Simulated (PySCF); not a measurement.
(3R,4R)-3,4-difluorocyclobutene (C₄H₄F₂), SMILES F[C@@H]1C=C[C@H]1F.

Geometry: PBE0-D3(BJ)/def2-SVP.

Method: PBE0-D3(BJ)/def2-SVP run with PySCF.

No scaling factor is applied to the harmonic values.

```tsv
mode	ν (cm⁻¹)	IR (km/mol)	moving atoms (share of kinetic energy)
1	185	3.7	C 44 %, F 39 %, H 17 %
2	312	0.7	F 65 %, C 27 %, H 9 %
3	334	7.4	C 43 %, F 37 %, H 20 %
4	441	2.5	C 44 %, F 31 %, H 25 %
5	624	10.9	F 44 %, C 41 %, H 15 %
6	691	14.4	C 45 %, H 40 %, F 16 %
7	863	63.0	H 49 %, C 48 %
8	970	0.4	H 71 %, C 28 %
9	1000	27.8	H 54 %, C 45 %
10	1007	0.2	H 71 %, C 29 %
11	1034	0.0	C 52 %, H 46 %
12	1092	16.1	C 61 %, H 26 %, F 13 %
13	1140	128.8	C 62 %, F 27 %, H 11 %
14	1184	23.6	C 61 %, H 36 %
15	1211	21.4	H 65 %, C 32 %
16	1238	30.0	H 54 %, C 35 %, F 11 %
17	1325	9.5	H 71 %, C 27 %
18	1375	78.0	H 50 %, C 49 %
19	1403	85.0	H 54 %, C 44 %
20	1664	0.9	C 91 %, H 9 %
21	3097	5.5	H 92 %, C 8 %
22	3100	29.8	H 92 %
23	3227	1.7	H 92 %
24	3256	1.4	H 89 %, C 11 %
```
